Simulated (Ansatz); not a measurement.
C2H5F2NSi can be A, `F[Si]1(F)CCN1`, or B, `C[SiH]1NC1(F)F`.

Computed with Ansatz on PBE0-D4/def2-TZVP structures; ΔE is electronic, products minus reactants. CCSD(T)/CBS is the MP2 limit (def2-TZVPP, def2-QZVPP) plus CCSD(T) − MP2 in def2-TZVPP, frozen cores. Functionals use def2-TZVPP. B3LYP here is the variant with VWN-RPA as its local correlation; programs differ in this.

Problem. Which isomer does CCSD(T)/CBS put lower? Give the gap. (An estimate is asked.)

Solution. The calculation gave: A, by 482.2 kJ/mol.

Problem. Give E(B) − E(A) in kJ/mol with B2PLYP, HF/def2-TZVPP, r2SCAN-D4, PBE-D4, B3LYP, CCSD/def2-TZVPP, B3LYP-D4. (Estimate.)

Solution. Computed: B2PLYP 468.5, HF/def2-TZVPP 489.8, r2SCAN-D4 450.7, PBE-D4 425.2, B3LYP 451.5, CCSD/def2-TZVPP 481.2, B3LYP-D4 453.8. None reverses the order clearly.

Problem. Does the order hold for the free energy at 298.15 K (harmonic terms from PBE0-D4)? (Best estimate.)

Solution. Ansatz gave: Yes: G(B) − G(A) = +461.8 kJ/mol.

Largest T1 diagnostic: 0.013.

Leaving LDA and LC-ωPBE aside and taking each functional with its dispersion term where it has one, the values, not all of them listed here, spread over 51.9 kJ/mol, from PBE-D4 to BHLYP-D4. From PBE to PBE0 (25 % exact exchange), in def2-TZVPP and without D4, E(B) − E(A) moves by +22.9 kJ/mol.
